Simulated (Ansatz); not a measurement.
Molecule: RuF₃, net charge 0, quartet state. The spin state was set by rule; other spins were not relaxed. SMILES: [F][Ru]([F])[F]
Geometry: optimised at B3LYP-D3(BJ)/def2-TZVP (Ansatz, a first-principles code).

Wanted: vertical ionisation energy (to the quintet state of charge +1; each state is the SCF solution reached for its spin; the UHF <S^2> is 6.49 for the quintet (pure: 6.00); for the quintet T1 is 0.075), in eV. Valence correlation only, unless marked. Open shells are spin-unrestricted. Spin-orbit coupling is left out. The frozen core is the preceding noble-gas configuration, with the filled d and f shells of earlier blocks. Past Kr the def2 sets carry scalar-relativistic core potentials. Basis-set limits of correlation are two-point, X^-3; Hartree-Fock from the larger set. The program attaches cautions to a run behind SVWN5/def2-TZVPD: asymmetric forces. The program attaches cautions to a run behind PBE/def2-TZVPD: asymmetric forces. The program attaches cautions to a run behind r2SCAN/def2-TZVPD: asymmetric forces.

```tsv
level	program	vertical ionisation energy (eV)
HF/def2-SVPD	Ansatz	11.35
HF/def2-TZVPPD	Ansatz	11.17
HF/def2-QZVPPD	Ansatz	11.12
SVWN5/def2-TZVPD	Ansatz	10.54
PBE/def2-TZVPD	Ansatz	10.31
r2SCAN/def2-TZVPD	Ansatz	10.42
B3LYP/def2-TZVPD	Ansatz	10.95
PBE0/def2-TZVPD	Ansatz	10.90
BHLYP/def2-TZVPD	Ansatz	11.49
CAM-B3LYP/def2-TZVPD	Ansatz	11.21
wB97M-V/def2-TZVPD	Ansatz	11.15
wB97X-V/def2-TZVPD	Ansatz	11.16
B2PLYP/def2-TZVPD	Ansatz	10.68
MP2/def2-SVPD	Ansatz	12.21
RI-MP2/def2-TZVPPD	Ansatz	12.28
RI-MP2/def2-QZVPPD	Ansatz	12.29
RI-MP2/CBS(def2-TZVPPD,def2-QZVPPD)	Ansatz	12.33
SCS-MP2/def2-SVPD	Ansatz	12.46
CCSD/def2-SVPD	Ansatz	11.14
CCSD(T)/def2-SVPD	Ansatz	10.88
```
